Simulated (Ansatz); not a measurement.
Computed with Ansatz on PBE0-D4/def2-TZVP structures; ΔE is electronic, products minus reactants. CBS: MP2 limit from def2 TZ/QZ plus the TZ coupled-cluster correction, frozen cores. DFT in def2-TZVPP. B3LYP here is the variant with VWN-RPA as its local correlation; programs differ in this. One conformer a species, not always the lowest.

`[SiH3][S][AlH][SH]` + `NCF` → `FC[NH][AlH][SH]` + `[SiH3]S`  (ligand exchange at the Al–S bond)

```json
{"level": "B3LYP-D4", "ΔE (kJ/mol)": "34.8"}
{"level": "HF/def2-TZVPP", "ΔE (kJ/mol)": "29.0"}
{"level": "HF/def2-QZVPP", "ΔE (kJ/mol)": "27.6"}
{"level": "MP2/def2-QZVPP", "ΔE (kJ/mol)": "38.9"}
```

What does CCSD(T)/CBS give? (Estimate.)

Computed: +37.3 kJ/mol. The listed levels differ from it by -2.5, -8.3, -9.7, 1.6 kJ/mol.

Largest T1 diagnostic among the species: 0.012.

The D4 term adds +6.8 kJ/mol with B3LYP and +3.7 kJ/mol with PBE0; it sums over pairs of atoms, weighted by their polarisabilities, and B3LYP, whose exchange is more repulsive, gets the larger term. In def2-TZVPP, CCSD(T) changes the Hartree–Fock value by +4.4 kJ/mol (the triples alone add +2.5 kJ/mol) and MP2 by +8.2 kJ/mol.
